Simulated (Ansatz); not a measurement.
Stepwise reaction of `CC(=O)OB(Cl)Cl` with hydrogen, as a gas-phase model of exchange steps in deposition or etching. ΔE in kJ/mol; ΔG adds harmonic PBE0-D4 terms to CCSD(T)/CBS, at 1 bar.

Gas-phase electronic energies from Ansatz, PBE0-D4/def2-TZVP geometries. CCSD(T)/CBS adds triple-zeta CCSD(T) − MP2 to the extrapolated MP2 energy (def2 sets, frozen cores). This one scheme is used for every species. DFT in def2-TZVPP. B3LYP here is the variant with VWN-RPA as its local correlation; programs differ in this. One conformer a species, not always the lowest.

```tsv
step	reaction	PBE-D4	B3LYP-D4	ωB97M-V	CCSD(T)/CBS	ΔG(500 K)
1	`CC(=O)OB(Cl)Cl` + H₂ → `CC(=O)OBCl` + HCl	56.4	50.3	50.1	47.4	44.0
2	`CC(=O)OBCl` + H₂ → `BOC(C)=O` + HCl	80.6	74.1	75.1	73.0	70.3
```

(1) By hand: ΔE of the 2 steps together at CCSD(T)/CBS.

## Answers

(1) (47.4) + (73.0) = 120.4 kJ/mol, or 60.2 kJ/mol a step.

In ΔE each step is higher than the one before. All are uphill at CCSD(T)/CBS. ΔG lies between 44.0 and 70.3 kJ/mol a step. PBE-D4 differs from CCSD(T)/CBS by 7.6 to 9.0 kJ/mol a step. Only this route is followed, and other bonds may react first. Isolated molecules leave out the surface, adducts and barriers. Largest T1 diagnostic: 0.015.
